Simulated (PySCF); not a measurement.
## SiEt3(NCO): computed shieldings and shifts

SiEt3(NCO), C7H15NOSi, point group C1.

Geometry:
```tsv
atom	x (Å)	y (Å)	z (Å)
Si1	0.034	0.069	0.038
C2	-0.214	-0.017	1.899
C3	0.256	-1.312	2.556
H4	-1.290	0.139	2.093
H5	0.297	0.856	2.344
H6	0.049	-1.322	3.637
H7	-0.246	-2.188	2.116
H8	1.340	-1.462	2.432
C9	1.842	-0.133	-0.437
C10	2.103	-0.223	-1.938
H11	2.220	-1.037	0.070
H12	2.400	0.712	0.006
H13	3.171	-0.371	-2.160
H14	1.553	-1.064	-2.389
H15	1.785	0.691	-2.464
C16	-0.697	1.644	-0.681
C17	-2.195	1.824	-0.452
H18	-0.471	1.651	-1.761
H19	-0.132	2.493	-0.255
H20	-2.574	2.743	-0.925
H21	-2.766	0.979	-0.868
H22	-2.440	1.884	0.620
N23	-0.833	-1.273	-0.661
C24	-1.381	-2.203	-1.174
O25	-1.920	-3.114	-1.675
```

GIAO calculations in PySCF 2.14.0 with density-fitted response routines on the PBE0-D3(BJ)/def2-SVP structure: isolated species, non-relativistic, equivalent atoms averaged; basis pcSseg-1.

Problem. Give the isotropic shieldings (ppm) with KT2, PBE0.

Solution. 
```csv
atoms,environment,KT2,PBE0
Si1,"silicon bonded to 3 C, N",358.7,347.2
O25,oxygen bonded to C,202.7,201.2
N23,"nitrogen bonded to C, Si",224.3,223.0
C24,"carbon bonded to N, O",64.6,56.9
C2/C9/C16,"carbon bonded to C, Si, 2 H",174.1,177.1
C3/C10/C17,"carbon bonded to C, 3 H",174.4,176.4
H6/H7/H8/H13/H14/H15/H20/H21/H22,hydrogen on a carbon bonded to C,30.11,30.22
H4/H5/H11/H12/H18/H19,"hydrogen on a carbon bonded to C, Si",30.61,30.81
HOMO–LUMO gap (eV),–,6.72,8.92
```

Problem. And the chemical shifts, against references computed in the same way?

Solution. 
```tsv
atoms	nucleus, reference	KT2	PBE0
Si1	$^{29}$Si, TMS	2.4	4.8
O25	$^{17}$O, H2O	127.9	133.4
N23	$^{15}$N, NH3	40.0	42.7
C24	$^{13}$C, TMS	118.6	127.5
C2/C9/C16	$^{13}$C, TMS	9.2	7.3
C3/C10/C17	$^{13}$C, TMS	8.8	8.0
H6/H7/H8/H13/H14/H15/H20/H21/H22	$^{1}$H, TMS	1.07	1.04
H4/H5/H11/H12/H18/H19	$^{1}$H, TMS	0.57	0.45
```

Problem. Which part of the shielding of Si1 depends on the functional?

Solution. Diamagnetic: KT2 888, PBE0 884 ppm; paramagnetic: KT2 -529, PBE0 -537 ppm.

Experimental scales use liquid or dissolved standards, which lie at an offset from isolated NH3 (liquid NH3: subtract about 20 ppm) and H2O (liquid H2O: subtract about 36 ppm).
